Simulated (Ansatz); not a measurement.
Ideal-gas functions of ClFGeH4SSi (`F[SiH](Cl)[S][GeH3]`) at 500 K and 1 bar, from an Ansatz frequency run at PBE0-D4/def2-TZVP.

Molar mass 191.25 g/mol, point group C1 (symmetry number 1), electronic degeneracy 1, moments of inertia 199.101, 562.515, 716.701 u Å². Harmonic wavenumbers (cm⁻¹, unscaled): 41, 83, 106, 185, 223, 285, 413, 498, 559, 570, 614, 803, 812, 839, 868, 874, 918, 2162, 2182, 2188, 2283.

Use S(trans) = R[1.5 ln M + 2.5 ln T − 1.1517]; rotational temperatures θ = 24.2544 K / I; S(rot) = R[ln(√π/σ · √(T³/θAθBθC)) + 1.5]; for each mode x = 1.438777 ν̃/T, S = R[x/(eˣ − 1) − ln(1 − e⁻ˣ)] and H = RT x/(eˣ − 1); 1 cm⁻¹ = 0.0119627 kJ/mol; R = 8.31446 J/(mol·K).

Q: By hand: the entropy, in J/(mol·K).

A: Translation 185.1. Rotation: θ = 0.1218, 0.0431, 0.0338 K, giving 130.6. Vibration, mode by mode: 26.09, 20.24, 18.22, 13.65, 12.14, 10.19, 7.35, 6.00, 5.20, 5.07, 4.59, 2.98, 2.92, 2.75, 2.58, 2.54, 2.30, 0.12, 0.11, 0.11, 0.09, in all 145.3. Electronic 0.0. Sum 461.0 J/(mol·K).

Q: By hand: H − E and G − E in kJ/mol, counted from the electronic energy.

A: Zero-point energy ½ × 17506 × 0.0119627 = 104.7; thermal vibration 34.8; translation, rotation and pV give 4 RT = 16.6. H − E = 156.1 kJ/mol, and G − E = 156.1 − 500 × 461.0/1000 = -74.4 kJ/mol.

Vibration gives 32 % of the entropy, 64.5 J/(mol·K) of it from the modes under 150 cm⁻¹: soft modes count most, and the harmonic formula is weakest for them. The sum counts one conformer and one mirror image; others add a mixing term.
